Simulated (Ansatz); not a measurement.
Basis-set series for C2H7BSe (`CB[Se]C`). Charge 0, multiplicity 1. The geometry is a stationary point of PBE0-D4/def2-TZVP. It is one conformer, not always the lowest.

```csv
functional,basis,functions,energy (Eh),HOMO (eV),LUMO (eV)
PBE0-D4,def2-TZVPP,239,-2506.47509,-7.08,-0.72
PBE0-D4,def2-QZVPP,470,-2506.53182,-7.09,-0.75
ωB97M-V,def2-TZVPP,239,-2506.68496,-9.21,1.19
ωB97M-V,def2-QZVPP,470,-2506.73997,-9.22,1.12
```

Give the rows for def2-SVP. (Estimate.)

Ansatz gave: 
```csv
functional,basis,functions,energy (Eh),HOMO (eV),LUMO (eV)
PBE0-D4,def2-SVP,109,-2506.06603,-7.02,-0.59
ωB97M-V,def2-SVP,109,-2506.26822,-9.12,1.42
```

Positive LUMOs are unbound and depend on the basis. Scalar relativity is left out up to krypton.
